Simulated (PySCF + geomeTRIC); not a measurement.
These are PBE-D3(BJ)/def2-TZVP (PySCF + geomeTRIC) values and carry that method's errors. fastk is a local helper that only speeds up exchange builds. No frequencies were computed at this level.

```python
import json, numpy as np
from pyscf import gto, dft
from fastk import lowrank_exchange
atoms = """
Si     1.597539     0.043782     0.216807
O      0.015892    -0.026921    -0.109070
Si    -1.596139    -0.046051    -0.226492
H      1.908372    -1.096558     1.076999
H      2.274371    -0.035796    -1.075567
H      1.845165     1.316095     0.893148
H     -1.892518    -0.587721    -1.550657
H     -2.099371    -0.902216     0.846483
H     -2.052574     1.334627    -0.077083
"""
def scf(charge, spin, dm0=None):
    mol = gto.M(atom=atoms, basis='def2-tzvp', ecp={}, charge=charge, spin=spin, verbose=3, max_memory=3780)
    mf = dft.KS(mol, xc='pbe').density_fit(auxbasis="def2-universal-jkfit")
    mf.disp = 'd3bj'
    mf.grids.level = 3
    mf.conv_tol = 1e-8
    mf.max_cycle = 60
    mf.kernel(dm0)
    if not mf.converged:
        mf = mf.newton().run(mf.mo_coeff, mf.mo_occ).undo_soscf()
    return mf
mf = scf(0, 0)
from pyscf.geomopt.geometric_solver import kernel as optimize
path = []
done, mol = optimize(mf, maxsteps=80, assert_convergence=False, callback=lambda env: path.append((env["energy"], bool(env["g_scanner"].converged))))
res = dict(converged=bool(done and path[-1][1]), energy=path[-1][0], path=[e for e, c in path], xyz=mol.atom_coords(unit="Angstrom").tolist(), nao=mol.nao)
json.dump(res, open("result.json", "w"))
```

Output:

```
converged SCF energy = -657.535954611743
Geometry optimization cycle 1
converged SCF energy = -657.53595461166
cycle 1: E = -657.535954612  dE = -657.536  norm(grad) = 0.0334449
Geometry optimization cycle 2
converged SCF energy = -657.54115458748
cycle 2: E = -657.541154587  dE = -0.00519998  norm(grad) = 0.00179306
Geometry optimization cycle 3
converged SCF energy = -657.541166638009
cycle 3: E = -657.541166638  dE = -1.20505e-05  norm(grad) = 0.00105223
Geometry optimization cycle 4
converged SCF energy = -657.541181010634
cycle 4: E = -657.541181011  dE = -1.43726e-05  norm(grad) = 0.00134938
Geometry optimization cycle 5
converged SCF energy = -657.541229878642
cycle 5: E = -657.541229879  dE = -4.8868e-05  norm(grad) = 0.00342945
Geometry optimization cycle 6
converged SCF energy = -657.541438038797
cycle 6: E = -657.541438039  dE = -0.00020816  norm(grad) = 0.0113295
Geometry optimization cycle 7
converged SCF energy = -657.541582798366
cycle 7: E = -657.541582798  dE = -0.00014476  norm(grad) = 0.0122768
Geometry optimization cycle 8
converged SCF energy = -657.542042107372
cycle 8: E = -657.542042107  dE = -0.000459309  norm(grad) = 0.00559601
Geometry optimization cycle 9
converged SCF energy = -657.542087646626
cycle 9: E = -657.542087647  dE = -4.55393e-05  norm(grad) = 0.0031734
Geometry optimization cycle 10
converged SCF energy = -657.542154080991
cycle 10: E = -657.542154081  dE = -6.64344e-05  norm(grad) = 0.00122228
Geometry optimization cycle 11
converged SCF energy = -657.542156656156
cycle 11: E = -657.542156656  dE = -2.57517e-06  norm(grad) = 0.000380201
Geometry optimization cycle 12
converged SCF energy = -657.542157178589
cycle 12: E = -657.542157179  dE = -5.22433e-07  norm(grad) = 0.000100691
Geometry optimization cycle 13
converged SCF energy = -657.542157497024
cycle 13: E = -657.542157497  dE = -3.18435e-07  norm(grad) = 0.000257078
Geometry optimization cycle 14
converged SCF energy = -657.542158068461
cycle 14: E = -657.542158068  dE = -5.71437e-07  norm(grad) = 0.000602429
Geometry optimization cycle 15
converged SCF energy = -657.54215924276
cycle 15: E = -657.542159243  dE = -1.1743e-06  norm(grad) = 0.00108244
Geometry optimization cycle 16
converged SCF energy = -657.542161193344
cycle 16: E = -657.542161193  dE = -1.95058e-06  norm(grad) = 0.00162199
Geometry optimization cycle 17
converged SCF energy = -657.542163141931
cycle 17: E = -657.542163142  dE = -1.94859e-06  norm(grad) = 0.00182828
Geometry optimization cycle 18
converged SCF energy = -657.542164455425
cycle 18: E = -657.542164455  dE = -1.31349e-06  norm(grad) = 0.00125248
Geometry optimization cycle 19
converged SCF energy = -657.542165710303
cycle 19: E = -657.54216571  dE = -1.25488e-06  norm(grad) = 0.000352407
Geometry optimization cycle 20
converged SCF energy = -657.542166681968
cycle 20: E = -657.542166682  dE = -9.71665e-07  norm(grad) = 6.17069e-05
Geometry optimization cycle 21
converged SCF energy = -657.542167158131
cycle 21: E = -657.542167158  dE = -4.76163e-07  norm(grad) = 0.000131358
Geometry optimization cycle 22
converged SCF energy = -657.542167751608
cycle 22: E = -657.542167752  dE = -5.93477e-07  norm(grad) = 0.000294467
Geometry optimization cycle 23
converged SCF energy = -657.542167972165
cycle 23: E = -657.542167972  dE = -2.20558e-07  norm(grad) = 0.000522851
Geometry optimization cycle 24
converged SCF energy = -657.542167948152
cycle 24: E = -657.542167948  dE = 2.40137e-08  norm(grad) = 0.000570864
Geometry optimization cycle 25
converged SCF energy = -657.542168979805
cycle 25: E = -657.54216898  dE = -1.03165e-06  norm(grad) = 0.000356052
Geometry optimization cycle 26
converged SCF energy = -657.542169546526
cycle 26: E = -657.542169547  dE = -5.66721e-07  norm(grad) = 0.000169601
Geometry optimization cycle 27
converged SCF energy = -657.542169766017
cycle 27: E = -657.542169766  dE = -2.19491e-07  norm(grad) = 0.000108789
Geometry optimization cycle 28
converged SCF energy = -657.542169874841
cycle 28: E = -657.542169875  dE = -1.08824e-07  norm(grad) = 6.99469e-05
<class 'geometric.internal.Distance'> : 8
<class 'geometric.internal.Angle'> : 12
<class 'geometric.internal.LinearAngle'> : 2
<class 'geometric.internal.Dihedral'> : 9
<class 'geometric.internal.TranslationX'> : 1
<class 'geometric.internal.TranslationY'> : 1
<class 'geometric.internal.TranslationZ'> : 1
<class 'geometric.internal.RotationA'> : 1
<class 'geometric.internal.RotationB'> : 1
<class 'geometric.internal.RotationC'> : 1
Step    0 : Gradient = 1.115e-02/1.341e-02 (rms/max) Energy = -657.5359546117
Step    1 : Displace = 8.360e-02/1.136e-01 (rms/max) Trust = 1.000e-01 (=) Grad = 5.977e-04/8.195e-04 (rms/max) E (change) = -657.5411545875 (-5.200e-03) Quality = 0.970
Step    2 : Displace = 3.407e-03/6.190e-03 (rms/max) Trust = 1.414e-01 (+) Grad = 3.507e-04/8.083e-04 (rms/max) E (change) = -657.5411666380 (-1.205e-05) Quality = 1.454
Step    3 : Displace = 6.786e-03/1.056e-02 (rms/max) Trust = 2.000e-01 (+) Grad = 4.498e-04/8.566e-04 (rms/max) E (change) = -657.5411810106 (-1.437e-05) Quality = 1.652
Step    4 : Displace = 2.638e-02/4.224e-02 (rms/max) Trust = 2.828e-01 (+) Grad = 1.143e-03/1.486e-03 (rms/max) E (change) = -657.5412298786 (-4.887e-05) Quality = 1.718
Step    5 : Displace = 1.477e-01/2.370e-01 (rms/max) Trust = 3.000e-01 (+) Grad = 3.776e-03/4.189e-03 (rms/max) E (change) = -657.5414380388 (-2.082e-04) Quality = 1.436
Step    6 : Displace = 8.365e-02/1.281e-01 (rms/max) Trust = 3.000e-01 (=) Grad = 4.092e-03/4.656e-03 (rms/max) E (change) = -657.5415827984 (-1.448e-04) Quality = 1.368
Step    7 : Displace = 6.064e-02/8.435e-02 (rms/max) Trust = 3.000e-01 (=) Grad = 1.865e-03/2.946e-03 (rms/max) E (change) = -657.5420421074 (-4.593e-04) Quality = 1.211
Step    8 : Displace = 7.143e-02/1.010e-01 (rms/max) Trust = 3.000e-01 (=) Grad = 1.058e-03/1.783e-03 (rms/max) E (change) = -657.5420876466 (-4.554e-05) Quality = 0.295
Step    9 : Displace = 3.867e-02/5.610e-02 (rms/max) Trust = 3.000e-01 (=) Grad = 4.074e-04/8.038e-04 (rms/max) E (change) = -657.5421540810 (-6.643e-05) Quality = 1.185
Step   10 : Displace = 5.748e-03/7.921e-03 (rms/max) Trust = 3.000e-01 (=) Grad = 1.267e-04/2.356e-04 (rms/max) E (change) = -657.5421566562 (-2.575e-06) Quality = 1.052
Step   11 : Displace = 1.482e-03/2.099e-03 (rms/max) Trust = 3.000e-01 (=) Grad = 3.356e-05/4.718e-05 (rms/max) E (change) = -657.5421571786 (-5.224e-07) Quality = 1.209
Step   12 : Displace = 1.487e-03/1.959e-03 (rms/max) Trust = 3.000e-01 (=) Grad = 8.569e-05/1.753e-04 (rms/max) E (change) = -657.5421574970 (-3.184e-07) Quality = 0.976
Step   13 : Displace = 3.593e-03/4.808e-03 (rms/max) Trust = 3.000e-01 (=) Grad = 2.008e-04/4.002e-04 (rms/max) E (change) = -657.5421580685 (-5.714e-07) Quality = 0.780
Step   14 : Displace = 1.002e-02/1.344e-02 (rms/max) Trust = 3.000e-01 (=) Grad = 3.608e-04/7.049e-04 (rms/max) E (change) = -657.5421592428 (-1.174e-06) Quality = 0.633
Step   15 : Displace = 2.407e-02/3.203e-02 (rms/max) Trust = 3.000e-01 (=) Grad = 5.407e-04/1.044e-03 (rms/max) E (change) = -657.5421611933 (-1.951e-06) Quality = 0.478
Step   16 : Displace = 4.287e-02/5.664e-02 (rms/max) Trust = 3.000e-01 (=) Grad = 6.094e-04/1.171e-03 (rms/max) E (change) = -657.5421631419 (-1.949e-06) Quality = 0.289
Step   17 : Displace = 4.173e-02/5.480e-02 (rms/max) Trust = 3.000e-01 (=) Grad = 4.175e-04/7.962e-04 (rms/max) E (change) = -657.5421644554 (-1.313e-06) Quality = 0.205
Step   18 : Displace = 1.771e-02/2.340e-02 (rms/max) Trust = 2.087e-02 (-) Grad = 1.175e-04/2.189e-04 (rms/max) E (change) = -657.5421657103 (-1.255e-06) Quality = 0.372
Step   19 : Displace = 2.899e-03/3.677e-03 (rms/max) Trust = 2.087e-02 (=) Grad = 2.057e-05/3.577e-05 (rms/max) E (change) = -657.5421666820 (-9.717e-07) Quality = 1.735
Step   20 : Displace = 2.531e-03/3.366e-03 (rms/max) Trust = 2.951e-02 (+) Grad = 4.379e-05/8.753e-05 (rms/max) E (change) = -657.5421671581 (-4.762e-07) Quality = 2.823
Step   21 : Displace = 4.633e-03/6.255e-03 (rms/max) Trust = 4.173e-02 (+) Grad = 9.816e-05/1.966e-04 (rms/max) E (change) = -657.5421677516 (-5.935e-07) Quality = 1.332
Step   22 : Displace = 6.404e-03/8.672e-03 (rms/max) Trust = 5.902e-02 (+) Grad = 1.743e-04/3.486e-04 (rms/max) E (change) = -657.5421679722 (-2.206e-07) Quality = 0.228
Step   23 : Displace = 3.230e-03/4.585e-03 (rms/max) Trust = 3.202e-03 (-) Grad = 1.903e-04/3.809e-04 (rms/max) E (change) = -657.5421679482 (+2.401e-08) Quality = -0.013
Step   24 : Displace = 1.730e-03/2.432e-03 (rms/max) Trust = 1.601e-03 (-) Grad = 1.187e-04/2.350e-04 (rms/max) E (change) = -657.5421689798 (-1.032e-06) Quality = 0.501
Step   25 : Displace = 1.694e-03/2.124e-03 (rms/max) Trust = 1.601e-03 (=) Grad = 5.653e-05/1.071e-04 (rms/max) E (change) = -657.5421695465 (-5.667e-07) Quality = 0.561
Step   26 : Displace = 1.721e-03/2.378e-03 (rms/max) Trust = 1.601e-03 (=) Grad = 3.626e-05/7.076e-05 (rms/max) E (change) = -657.5421697660 (-2.195e-07) Quality = 0.116
Step   27 : Displace = 8.072e-04/1.104e-03 (rms/max) Trust = 8.005e-04 (-) Grad = 2.332e-05/4.636e-05 (rms/max) E (change) = -657.5421698748 (-1.088e-07) Quality = 0.109
Converged! =D
```

Cost: about 5 core-minutes (a rough figure).
